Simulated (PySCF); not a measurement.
Homolysis of single bonds, series allyl-X. Isolated molecules, 0 K electronic values unless said otherwise. One relaxed conformer stands for each flexible species; it need not be the lowest. Strings in code marks are SMILES. All members: neutral, multiplicity 1. Level: B3LYP-D3(BJ)/def2-TZVP // PBE0-D4/def2-TZVP (PySCF), beside PBE-D3(BJ)/def2-TZVP // PBE0-D4/def2-TZVP (PySCF) at the same geometries. B3LYP has the VWN-RPA correlation part, as in Gaussian.  Orbital energies are measured against the vacuum level.

```tsv
species	LUMO, PBE (eV)	LUMO, B3LYP-D3(BJ) (eV)
`C=CCS` (C–C–C–S torsion 118°, C–C–S–H torsion -57°)	-1.13	-0.34
`C=CCO` (C–C–C–O torsion 123°, C–C–O–H torsion -56°)	-1.12	-0.34
`C=CCSC` (C–C–C–S torsion 113°, C–C–S–C torsion -66°)	-1.02	-0.23
`C#CCC=C` (C–C–C–C torsion 125°)	-0.98	withheld
`C=CC[SiH3]` (C–C–C–Si torsion 106°)	-0.88	-0.10
`C=CCF` (C–C–C–F torsion 0°)	-0.85	-0.07
```

Task: Fit y = a + b·x, y being the LUMO at the first level, to the 5 complete rows by least squares, with x = the PBE value in eV. Give a, b and the rms residual, and predict the withheld value.

Result: Means of the 5 rows: x̄ = -1, ȳ = -0.216 eV. Σ(x − x̄)² = 0.0686 and Σ(x − x̄)(y − ȳ) = 0.0671, so b = 0.978 and a = ȳ − b·x̄ = 0.762 eV. The rms residual is 0.004 eV. At x = -0.98 the line gives -0.20 eV. The run for `C#CCC=C` (C–C–C–C torsion 125°) gave -0.18 eV, so the line is off by 0.02 eV, more than twice the rms residual.

Codes: PySCF.
